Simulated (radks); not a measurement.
Values are calculated unless marked as measured or tabulated.
Task: Nd II, configuration [Kr] 4d10 4f4 5s2 5p5 6s1 6p1 (not the ground configuration). Code: a radial shooting solver on a logarithmic mesh with Libxc functionals. Model: Dirac Kohn-Sham, PBE, spin-unpolarised, spherical densities, point nucleus; open shells are shared between the two j in proportion to 2j + 1. Some entries of the table are withheld. Estimate them.

orbital,occ.,eigenvalue (eV),<1/r> (bohr^-1),<r^2> (bohr^2)
1s1/2,2,-43375.54,66.06,0.0007598
2s1/2,2,-7022.449,15.64,0.01197
2p1/2,2,-6643.918,15.62,0.008750
2p3/2,4,-6123.815,14.03,0.01000
3s1/2,2,-1532.560,5.665,(1)
3p1/2,2,-1371.010,5.578,0.07596
3p3/2,4,-1267.173,5.182,0.08331
3d3/2,4,-986.0578,5.052,0.06758
3d5/2,6,-963.6115,4.952,0.06966
4s1/2,2,-314.1096,2.352,0.4166
4p1/2,2,-253.1657,2.246,0.4430
4p3/2,4,-230.6786,2.114,0.4838
4d3/2,4,-130.5828,1.893,0.5715
4d5/2,6,-126.6120,1.860,0.5879
5s1/2,2,-51.7441,0.9120,2.382
5p1/2,1.66667,-35.1759,0.8073,2.999
5p3/2,3.33333,-31.9775,0.7624,3.309
4f5/2,1.71429,(2),1.286,1.436
4f7/2,2.28571,(3),1.272,1.476
5d3/2,0,(4),(5),(6)
5d5/2,0,(7),(8),(9)
6s1/2,1,-10.2083,0.3379,15.67
6p1/2,0.333333,(10),0.2802,22.42
6p3/2,0.666667,(11),0.2690,24.21
7s1/2,0,-3.2637,0.1619,70.90

Result: 
(1) 3s1/2 <r^2> (bohr^2): 0.08093
(2) 4f5/2 eigenvalue (eV): -13.4407
(3) 4f7/2 eigenvalue (eV): -13.0197
(4) 5d3/2 eigenvalue (eV): -10.7833
(5) 5d3/2 <1/r> (bohr^-1): 0.5134
(6) 5d3/2 <r^2> (bohr^2): 7.438
(7) 5d5/2 eigenvalue (eV): -10.5027
(8) 5d5/2 <1/r> (bohr^-1): 0.5036
(9) 5d5/2 <r^2> (bohr^2): 7.713
(10) 6p1/2 eigenvalue (eV): -6.9868
(11) 6p3/2 eigenvalue (eV): -6.6097
